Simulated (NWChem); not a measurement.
Atomisation of C$_{2}$H$_{3}$O$_{2}$

```xyz
7

C      0.3394    -1.4283     0.0000
O      0.8434    -0.1649     0.0000
C     -0.0114     0.8909     0.0000
O     -1.2063     0.8120     0.0000
H     -0.7405    -1.5652     0.0000
H      1.0920    -2.2123     0.0000
H      0.5842     1.8250     0.0000
```
Charge 0, spin multiplicity 2.

The numbers come from NWChem runs, not from measurements. Structure: optimised with UB3LYP/def2-SVP, a minimum by its harmonic frequencies. It is one conformer; others weren't searched.

Basis set: def2-TZVP. The atomisation energy is electronic alone: no zero-point, thermal, spin-orbit or counterpoise terms. No value is extrapolated to the basis-set limit. Free atoms are single determinants with multiplicities C 3, O 3, H 2.

B3LYP has NWChem's definition, with VWN1-RPA local correlation. The structure started from a generated list of species. The unpaired electrons of the parent sit in orbitals of symmetry a" (Cs labels of the run); other states weren't searched. The stability of the SCF solutions was not checked. Open-shell Hartree-Fock references start from PBE0 orbitals.

**Question.** Order these methods by the atomisation energy they give, lowest first: LDA (SVWN5), BP86, HF, B3LYP.

**Answer.** HF (461.4 kcal/mol), B3LYP (676.7 kcal/mol), BP86 (710.8 kcal/mol), LDA (SVWN5) (808.6 kcal/mol)
